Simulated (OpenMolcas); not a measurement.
Ni2+ among 6 point charges of -1.5 e arranged as an octahedron (Oh), 1.7 Å from the ion.
```
   1.7000    0.0000    0.0000  -1.50
   0.0000    1.7000    0.0000  -1.50
  -1.7000    0.0000    0.0000  -1.50
   0.0000   -1.7000    0.0000  -1.50
   0.0000    0.0000    1.7000  -1.50
   0.0000    0.0000   -1.7000  -1.50
```

```
Program             : OpenMolcas 26.06
Method              : SS-CASPT2, IPEA 0.25 Eh, imaginary shift 0.1 Eh (closed shells correlated: 3s 3p)
Basis               : ANO-RCC-VDZP [5s4p2d1f]
Scalar Hamiltonian  : DKH2, point nucleus
Active space        : 8 electrons in 5 orbitals (3d)
State averaging     : 2S+1 = 3 even, 10 roots; 2S+1 = 1 even, 15 roots
Spin-orbit coupling : RASSI with atomic mean-field integrals over the reference wave functions
```

Problem. What is the spin-free ground state (labels of O, the rotations of Oh)?

Solution. 3A2, 1-fold in its orbital part, 100 % from free-ion F terms; it has the highest spin that d8 allows.

Problem. Where is the first state of the same spin?

Solution. 3T2 at 7610 cm-1 above the ground state.

Problem. What are the lowest two levels with spin-orbit coupling?

Solution. A 3-fold level T2, then a 2-fold level E 7320 cm-1 above it. Their leading multiplicities are 3 (100 %) and 3 (99 %).

Problem. What is χT at 300 K, and how does it compare with the textbook value?

Solution. The lowest level has 2S+1 = 3, for which the spin-only value is χT = S(S+1) / 2 = 1.000 cm3 K/mol (g = 2). The computed 1.442 at 300 K differs by +0.442, through orbital momentum, spin-orbit coupling and any other state in reach.

Roots that are degenerate in the reference are averaged as groups; the widest CASPT2 spread within a group is 640 cm-1 (the 3-fold group of multiplicity 1 near 30200 cm-1 above the lowest state of its run). Shifts and gaps below about the spread of the groups concerned are not significant. Free-ion shares, where given, are those of the reference states; single-state CASPT2 does not remix them. Point charges carry no covalency, so the field is a model and not that of real ligands. No measured value stands beside these numbers.
